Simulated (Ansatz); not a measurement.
**CH2ClI (chloroiodomethane): entropy by statistical mechanics**

A singlet with charge 0, relaxed at PBE0-D4/def2-TZVP (core potential) (Ansatz 0.2.0):

```xyz
5

Cl   -1.4821    0.1938    0.8681
C    -0.0606    0.1021   -0.1551
I     1.5539   -1.0004    0.7029
H     0.3108    1.1050   -0.3358
H    -0.3219   -0.4005   -1.0800
```

Harmonic wavenumbers in cm⁻¹: 196, 552, 761, 799, 1136, 1211, 1440, 3139, 3223.

Masses in u: Cl 35.45, C 12.011, I 126.904, H 1.008. Take T = 298.15 K, p = 1 bar, R = 8.3145 J/(mol K), kT/hc = 207.22 cm⁻¹, rigid rotor and harmonic oscillator.

Q: Compute the standard molar entropy.

A: 
1. Translation (Sackur–Tetrode): S = R[3/2 ln M + 5/2 ln T − 1.1517] with M = 176.381 gives 173.4 J/(mol K).
2. Rotation: principal moments 17.950, 315.298, 330.002 u Å² give A, B, C = 0.9391, 0.0535, 0.0511 cm⁻¹; the symmetry number is σ = 1; q = (√π/σ)√((kT/hc)³/ABC) = 104347; S = R(ln q + 3/2) = 108.5.
3. Vibration: with u = ν̃/207.22, each mode gives R[u/(eᵘ − 1) − ln(1 − e⁻ᵘ)]; the sum is 13.7, most from 196 cm⁻¹ (9.1), 552 cm⁻¹ (2.3), 761 cm⁻¹ (1.0).
4. Electronic: R ln 1 = 0.0, from the spin multiplicity alone.
5. Sum: 173.4 + 108.5 + 13.7 + 0.0 = 295.6 J/(mol K).

No measured value is set beside it here.
